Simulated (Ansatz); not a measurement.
Cu₄O⁺, relaxed as a doublet with UKS B3LYP-D4/def2-SVP in Ansatz, starting from the GFN2-xTB geometry. Force threshold 0.02 eV/Å.

The relaxation made no stability test and no search for a lower SCF solution. The structure comes from a short search, and lower isomers may exist.

Start:

```xyz
5

O    -0.2143   -0.9998   -0.5372
Cu    0.5357    0.4359   -1.3863
Cu    0.3021    1.4566    0.7931
Cu    0.9153   -0.8817    0.8939
Cu   -1.5388   -0.0111    0.2365
```

```tsv
step	energy (eV)	largest force component (eV/Å)	SCF passes
1	-180582.8151	1.089	27
2	-180582.8745	0.688	29
3	-180582.9122	0.058	27
4	-180582.9140	0.003	28
```

Force components are those of the run's own axes.

End:

Cartesian coordinates in Å:
```
O -0.2293 -1.0950 -0.5941
Cu 0.5302 0.4395 -1.3821
Cu 0.3227 1.5421 0.8370
Cu 0.9018 -0.8753 0.8975
Cu -1.5253 -0.0114 0.2417
```

By distances, no bond broke or formed. The bond that changes most is Cu2–Cu3, from 2.42 to 2.49 Å (atoms count from 1).

No frequencies were taken in this run, so the end may be a saddle point.

Hardware: 4 threads of Intel Xeon Platinum 8259CL on a shared host. Wall time 24 s, peak host memory 0.69 GiB.
